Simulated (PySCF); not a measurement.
## Radial density of Be (beryllium, neutral)

r2SCAN, [He] 2s2, closed-shell 1S. Calculation: PySCF 2.14, in Sapporo-DZP-2012; the spin-free X2C one-electron Hamiltonian (Gaussian nucleus).

| r (bohr) | 4πr²ρ (e/bohr) |
| --- | --- |
| 0.00780 | 0.02493 |
| 0.0131 | 0.06870 |
| 0.0221 | 0.1823 |
| 0.0371 | 0.4550 |
| 0.0624 | 1.057 |
| 0.105 | 2.135 |
| 0.177 | 3.477 |
| 0.297 | 3.927 |
| 0.500 | 2.472 |
| 0.841 | 0.7079 |
| 1.41 | 0.6058 |
| 2.38 | 0.7754 |
| 4.00 | 0.2418 |
| 6.73 | 0.01354 |

Densities and radii are taken from the X2C orbitals without a picture-change correction, which distorts them close to the nucleus.
